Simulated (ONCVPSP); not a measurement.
# Reading a pseudo-wave (niobium (Nb))

Columns: radius, all-electron u(r) and pseudo u(r) of the 4s shell (level -58.46 eV) of niobium in the configuration [Ar] 3d10 4s2 4p6 4d4 5s1; LDA (Perdew-Zunger), scalar-relativistic, ONCV scheme, ONCVPSP 4.0.1.

```json
{"r (bohr)": "0.143", "all-electron": "0.2655", "pseudo": "0.2346"}
{"r (bohr)": "0.285", "all-electron": "-0.5198", "pseudo": "0.4514"}
{"r (bohr)": "0.428", "all-electron": "-0.4073", "pseudo": "0.6392"}
{"r (bohr)": "0.570", "all-electron": "0.1609", "pseudo": "0.7844"}
{"r (bohr)": "0.713", "all-electron": "0.6729", "pseudo": "0.8826"}
{"r (bohr)": "0.855", "all-electron": "0.9701", "pseudo": "0.9309"}
{"r (bohr)": "0.998", "all-electron": "1.0744", "pseudo": "0.9327"}
{"r (bohr)": "1.140", "all-electron": "1.0470", "pseudo": "0.8946"}
{"r (bohr)": "1.283", "all-electron": "0.9468", "pseudo": "0.8252"}
{"r (bohr)": "1.425", "all-electron": "0.8169", "pseudo": "0.7359"}
{"r (bohr)": "1.568", "all-electron": "0.6816", "pseudo": "0.6355"}
{"r (bohr)": "1.710", "all-electron": "0.5566", "pseudo": "0.5344"}
{"r (bohr)": "1.853", "all-electron": "0.4462", "pseudo": "0.4379"}
{"r (bohr)": "1.995", "all-electron": "0.3538", "pseudo": "0.3517"}
{"r (bohr)": "2.138", "all-electron": "0.2774", "pseudo": "0.2772"}
{"r (bohr)": "2.280", "all-electron": "0.2162", "pseudo": "0.2161"}
{"r (bohr)": "2.423", "all-electron": "0.1672", "pseudo": "0.1671"}
{"r (bohr)": "2.565", "all-electron": "0.1289", "pseudo": "0.1289"}
{"r (bohr)": "2.708", "all-electron": "0.0988", "pseudo": "0.0988"}
{"r (bohr)": "2.850", "all-electron": "0.0756", "pseudo": "0.0756"}
{"r (bohr)": "2.992", "all-electron": "0.0577", "pseudo": "0.0577"}
{"r (bohr)": "3.135", "all-electron": "0.0439", "pseudo": "0.0439"}
{"r (bohr)": "3.278", "all-electron": "0.0333", "pseudo": "0.0333"}
{"r (bohr)": "3.420", "all-electron": "0.0253", "pseudo": "0.0253"}
{"r (bohr)": "3.563", "all-electron": "0.0191", "pseudo": "0.0191"}
{"r (bohr)": "3.705", "all-electron": "0.0145", "pseudo": "0.0145"}
```

(1) How many radial nodes do the two functions have?

(2) At about which radius was the pseudo-wave matched?

(3) Where does each function peak?

(4) Is the pseudo-wave norm-conserving?

Answers

(1) The all-electron 4s function has n − l − 1 = 3 (the table is too coarse to show those close to the nucleus); the pseudo-wave has 0, since the states of the same l below it are removed with the core.

(2) 2.25 bohr, where the columns begin to agree (steps of 0.14 bohr).

(3) Outermost all-electron maximum near 1.00 bohr, pseudo maximum near 1.00 bohr (to the table’s step).

(4) Yes: the ONCV scheme keeps the norm inside the radius equal to the all-electron one, which fixes the energy derivative of the logarithmic derivative at the level.
